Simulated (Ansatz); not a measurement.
Stepwise reaction of `N#C[Si](Cl)(Cl)C#N` with hydrogen fluoride, as a gas-phase model of exchange steps in deposition or etching. ΔE in kJ/mol; ΔG adds harmonic PBE0-D4 terms to CCSD(T)/CBS, at 1 bar.

Calculated with Ansatz (gas phase, PBE0-D4/def2-TZVP geometries, no zero-point term in ΔE). CBS: MP2 limit from def2 TZ/QZ plus the TZ coupled-cluster correction, frozen cores. This one scheme is used for every species. DFT in def2-TZVPP. B3LYP here is the variant with VWN-RPA as its local correlation; programs differ in this.

```csv
step,reaction,PBE-D4,B3LYP-D4,ωB97M-V,CCSD(T)/CBS,ΔG(400 K)
1,`N#C[Si](Cl)(Cl)C#N` + H–F → `N#C[Si](F)(Cl)Cl` + `C#N`,-111.1,-121.5,-124.6,-118.7,-120.0
```

Question: Give the row of step 2, `N#C[Si](F)(Cl)Cl` + H–F → `F[Si](F)(Cl)Cl` + `C#N`. (An estimate is asked.)

Answer: The calculation gave: 
| step | reaction | PBE-D4 | B3LYP-D4 | ωB97M-V | CCSD(T)/CBS | ΔG(400 K) |
| --- | --- | --- | --- | --- | --- | --- |
| 2 | `N#C[Si](F)(Cl)Cl` + H–F → `F[Si](F)(Cl)Cl` + `C#N` | -109.3 | -119.9 | -123.3 | -118.9 | -115.6 |

Question: By hand: ΔE of the 2 steps together at CCSD(T)/CBS.

Answer: (-118.7) + (-118.9) = -237.6 kJ/mol, or -118.8 kJ/mol a step.

In ΔE the steps differ by no more than 0.2 kJ/mol. All are downhill at CCSD(T)/CBS. ΔG lies between -120.0 and -115.6 kJ/mol a step. PBE-D4 differs from CCSD(T)/CBS by 7.6 to 9.6 kJ/mol a step. Isolated molecules leave out the surface, adducts and barriers. Largest T1 diagnostic: 0.014.
